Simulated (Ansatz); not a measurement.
The cluster Sn3H2. The state is a triplet with charge 0. Geometry PBE-D4/def2-SVP; atoms count from 1.

```xyz
5

Sn    0.4559   -1.4249   -1.1885
Sn    1.6759   -0.8567    1.3896
Sn   -0.9380    0.6118    0.8092
H    -1.1414   -0.2620   -0.9645
H    -0.0524    1.9318   -0.0458
```

In the def2 sets Sn takes a core potential; there is no spin–orbit coupling. At PBE0-D4/def2-TZVP a singlet of charge 0 lies 0.81 eV below the triplet, each at its own geometry. The structure comes from a short search, and lower isomers may exist.

Q: Estimate the Mulliken populations from the PBE0/def2-TZVP orbitals of Ansatz.

A: 
```tsv
atom	charge (e)	spin (α − β)
Sn1	0.08	0.72
Sn2	0.03	1.01
Sn3	-0.01	0.24
H4	-0.03	-0.04
H5	-0.07	0.06
```
Mulliken values depend strongly on the basis.

Q: Where does the spin sit?

A: Summed by element: Sn 1.97, H 0.03, of 2 unpaired in all. Largest on single atoms: Sn2 1.01, Sn1 0.72, Sn3 0.24.

Q: And the Mayer bond orders between heavy atoms (over 0.3)?

A: Sn1–Sn2 1.28 (2.91 Å); Sn1–Sn3 0.56 (3.18 Å); Sn2–Sn3 0.74 (3.05 Å).
